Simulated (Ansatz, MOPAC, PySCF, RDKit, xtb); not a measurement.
Noncovalent pair: N2 (SMILES N#N) (first 2 atoms) with CHN (SMILES C#N); geometry from B3LYP-D3(BJ)/def2-TZVP, rigid monomers moved along the line of their centres of mass till N2···H5 is 4.40 Å.
(charge 0, multiplicity 1):
```xyz
5

N      0.06391     0.32300    -1.09639
N      0.03054     0.11818    -0.02598
C     -0.13739    -0.92037     5.34147
N     -0.17261    -1.13875     6.46627
H     -0.10452    -0.71587     4.29348
```

```json
[
 {"level": "UFF", "interaction energy (kcal/mol)": "-0.05", "minus CCSD(T)/CBS(aug-cc-pVDZ, aug-cc-pVTZ)": "0.19", "cost": "-"},
 {"level": "PM7", "interaction energy (kcal/mol)": "-0.53", "minus CCSD(T)/CBS(aug-cc-pVDZ, aug-cc-pVTZ)": "-0.29", "cost": "-"},
 {"level": "GFN1-xTB", "interaction energy (kcal/mol)": "-0.06", "minus CCSD(T)/CBS(aug-cc-pVDZ, aug-cc-pVTZ)": "0.18", "cost": "-"},
 {"level": "GFN2-xTB", "interaction energy (kcal/mol)": "-0.19", "minus CCSD(T)/CBS(aug-cc-pVDZ, aug-cc-pVTZ)": "0.05", "cost": "-"},
 {"level": "HF/STO-3G (no counterpoise)", "interaction energy (kcal/mol)": "-0.22", "minus CCSD(T)/CBS(aug-cc-pVDZ, aug-cc-pVTZ)": "0.01", "cost": "-"},
 {"level": "HF/aug-cc-pVDZ", "interaction energy (kcal/mol)": "-0.18", "minus CCSD(T)/CBS(aug-cc-pVDZ, aug-cc-pVTZ)": "0.06", "cost": "-"},
 {"level": "HF/aug-cc-pVTZ", "interaction energy (kcal/mol)": "-0.18", "minus CCSD(T)/CBS(aug-cc-pVDZ, aug-cc-pVTZ)": "0.05", "cost": "-"},
 {"level": "PBE-D3(BJ)/def2-TZVPPD", "interaction energy (kcal/mol)": "-0.25", "minus CCSD(T)/CBS(aug-cc-pVDZ, aug-cc-pVTZ)": "-0.02", "cost": "×1"},
 {"level": "PBE0-D3(BJ)/def2-TZVPPD", "interaction energy (kcal/mol)": "-0.25", "minus CCSD(T)/CBS(aug-cc-pVDZ, aug-cc-pVTZ)": "-0.01", "cost": "×1"},
 {"level": "MP2/6-31G*", "interaction energy (kcal/mol)": "-0.25", "minus CCSD(T)/CBS(aug-cc-pVDZ, aug-cc-pVTZ)": "-0.02", "cost": "-"},
 {"level": "MP2/CBS(aug-cc-pVDZ, aug-cc-pVTZ)", "interaction energy (kcal/mol)": "-0.25", "minus CCSD(T)/CBS(aug-cc-pVDZ, aug-cc-pVTZ)": "-0.02", "cost": "-"},
 {"level": "CCSD/aug-cc-pVDZ", "interaction energy (kcal/mol)": "-0.22", "minus CCSD(T)/CBS(aug-cc-pVDZ, aug-cc-pVTZ)": "0.01", "cost": "-"},
 {"level": "CCSD(T)/aug-cc-pVTZ", "interaction energy (kcal/mol)": "-0.23", "minus CCSD(T)/CBS(aug-cc-pVDZ, aug-cc-pVTZ)": "0.00", "cost": "×70"},
 {"level": "CCSD(T)/CBS(aug-cc-pVDZ, aug-cc-pVTZ)", "interaction energy (kcal/mol)": "-0.23", "minus CCSD(T)/CBS(aug-cc-pVDZ, aug-cc-pVTZ)": "0.00", "cost": "×80"}
]
```

 The comparison column counts from a level with limits of its own.

The rows run from -0.53 (PM7) to -0.05 kcal/mol (UFF).

Interaction energies are E(AB) − E(A) − E(B) at the monomers' geometry in the complex; basis-set methods are counterpoise corrected. Rows marked so take none. RDKit's UFF carries no charges.

Cores are frozen in the correlated methods. CBS: X⁻³ extrapolation of the correlation energy, Hartree–Fock from the larger set. Rows in 6-31G*, STO-3G carry no dispersion term and start afresh at each structure (6-31G* with six Cartesian d functions). MP2/6-31G* freezes PySCF's default core. The state that PM7 reach isn't checked; PM7 holds dispersion and hydrogen-bond terms.

Run with Ansatz (Gaussian orbitals); MOPAC for PM7 (differences of heats of formation); PySCF for 6-31G* rows, STO-3G rows, the dispersion terms; RDKit for the force fields; xtb for the GFN methods. Values without a source in brackets are computed.

Costs are rough ratios of core time to PBE/def2-TZVPPD (about 2.0 s over the structures, on one shared machine); a dash marks a level with no comparable run of its own.

Ansatz is a first-principles code.
